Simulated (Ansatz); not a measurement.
Reaction (SMILES): F[Se](F)F -> F[Se](F)F as singlet, charge -1 (an electron is taken up)
Structures are relaxed separately at B3LYP-D3(BJ)/def2-TZVP in Ansatz (an electronic-structure program). A spin state is the lowest found, not a proven ground state.

Property: adiabatic electron affinity (electronic energy difference), positive where the reaction releases energy, in eV. Correlated levels leave the core frozen unless marked. Open shells are spin-unrestricted. No spin-orbit coupling. Frozen are the shells of the preceding noble gas and the d and f shells that filled before the atom's block. No relativistic terms. Anions need diffuse functions: aug- sets have them; def2-D sets add few; the other sets have none. CBS marks a two-point X^-3 extrapolation of the correlation energy; Hartree-Fock from the larger set. [CCSD(T)-MP2]/basis is that difference in the basis named.

```tsv
level	program	adiabatic electron affinity (eV)
revPBE-D4/def2-TZVPD	Ansatz + dftd4	2.94
B97M-V/def2-TZVPD	Ansatz	2.96
B3LYP-D3(BJ)/def2-TZVPD	Ansatz + dftd3	?
PBE0-D4/def2-TZVPD	Ansatz + dftd4	?
PBE0/def2-TZVP	Ansatz	?
PBE0/def2-QZVPP	Ansatz	2.92
BHLYP-D3(BJ)/def2-TZVPD	Ansatz + dftd3	3.13
BHLYP-D4/def2-TZVPD	Ansatz + dftd4	3.14
r2SCANh/def2-TZVPD	Ansatz	2.95
r2SCAN0-D4/def2-TZVPD	Ansatz + dftd4	2.99
CAM-B3LYP/def2-TZVPD	Ansatz	3.23
wB97M-V/def2-TZVPD	Ansatz	3.14
wB97X-V/def2-TZVPD	Ansatz	3.14
RPA@PBE/cc-pVTZ	Ansatz	?
SCS-MP2/aug-cc-pVDZ	Ansatz	3.26
CCSD/6-31G*	Ansatz	2.29
CCSD/cc-pVDZ	Ansatz	2.52
RI-MP2/CBS(aug-cc-pVTZ,aug-cc-pVQZ)+[CCSD(T)-MP2]/aug-cc-pVDZ	Ansatz	3.23
```

Some entries are withheld; supply them.


- B3LYP-D3(BJ)/def2-TZVPD, adiabatic electron affinity (eV): 3.22
- PBE0-D4/def2-TZVPD, adiabatic electron affinity (eV): 3.01
- PBE0/def2-TZVP, adiabatic electron affinity (eV): 2.85
- RPA@PBE/cc-pVTZ, adiabatic electron affinity (eV): 2.90
